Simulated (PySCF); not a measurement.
Compounds:

A. `C=CC#CC(C)(C)C`
B. vinylcyclohexene
C. SMILES C1=C[C@H]2CC[C@@H]1CC2

Spectrum 1. $^{13}$C{$^{1}$H} NMR (computed): δ 143.1 (CH), 33.3 (CH), 28.5 (CH2).

Spectrum 2. $^{13}$C{$^{1}$H} NMR (computed): δ 154.4 (CH), 134.8 (CH), 134.3 (CH), 119.1 (CH2), 45.4 (CH), 36.5 (CH2), 32.9 (CH2), 29.7 (CH2).

Spectrum 3. $^{13}$C{$^{1}$H} NMR (computed): δ 133.9 (CH2), 125.7 (CH), 110.1 (C), 86.4 (C), 32.9 (CH3), 28.6 (C).

All values are calculated (PySCF): structure optimised with GFN2-xTB, σ from GIAO-PBE0/pcSseg-1. Non-relativistic, one computed conformer, one averaged value for each set of equivalent atoms, no solvent.

Shifts are taken against calculated references (same method and geometry level): $^{13}$C vs TMS. Shifts are as computed. Against solution values, carbons near 30 ppm lie about +3 ppm off and those near 130 ppm about +5 ppm. Of 1211 compounds with measured shifts, 218 miss one by over three times the rms of a fit or turn the order of signals round; such compounds aren't used in these exercises.

Which spectrum belongs to which compound?

Answers

1–C, 2–B, 3–A.

- Spectrum 1 (C): 3 $^{13}$C signals; δC 143.1 is an alkene CH; δC 33.3 is an allylic sp3 CH.
- Spectrum 2 (B): 8 $^{13}$C signals; δC 154.4 is an alkene CH; δC 134.8 is an alkene CH.
- Spectrum 3 (A): 6 $^{13}$C signals; δC 133.9 is a terminal =CH2 carbon; δC 125.7 is an alkene CH.
